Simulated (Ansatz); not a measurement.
System: BCl, net charge 1, doublet state. SMILES of the parent species: Cl[B]
Geometry from a B3LYP-D3(BJ)/def2-TZVP (Ansatz, an electronic-structure program) optimisation:
```xyz
2

B      0.0000     0.0000    -1.2365
Cl     0.0000     0.0000     0.3637
```
Charge +1, spin multiplicity 2.

Parts of the frozen-core correlation energy in cc-pV(D+d)Z (Ansatz, hartree). Frozen orbitals: 6; correlated occupied orbitals by spin: 5 and 4; virtual: 26 and 27. Open shells are spin-unrestricted. No spin-orbit coupling. Non-relativistic.

| term | value |
|---|---|
| reference (HF) | -483.81479 |
| MP2 opposite-spin | -0.12754 |
| MP2 same-spin | -0.04823 |
| CCSD correlation | -0.19427 |
| (T) | -0.00783 |
| CCSDT minus CCSD(T) | -0.00098 |
| CCSDT(Q) minus CCSD(T) | -0.00152 |
| T1 diagnostic | 0.022 |
| largest doubles amplitude | 0.053 |
| <S^2> of the reference | 0.761 |
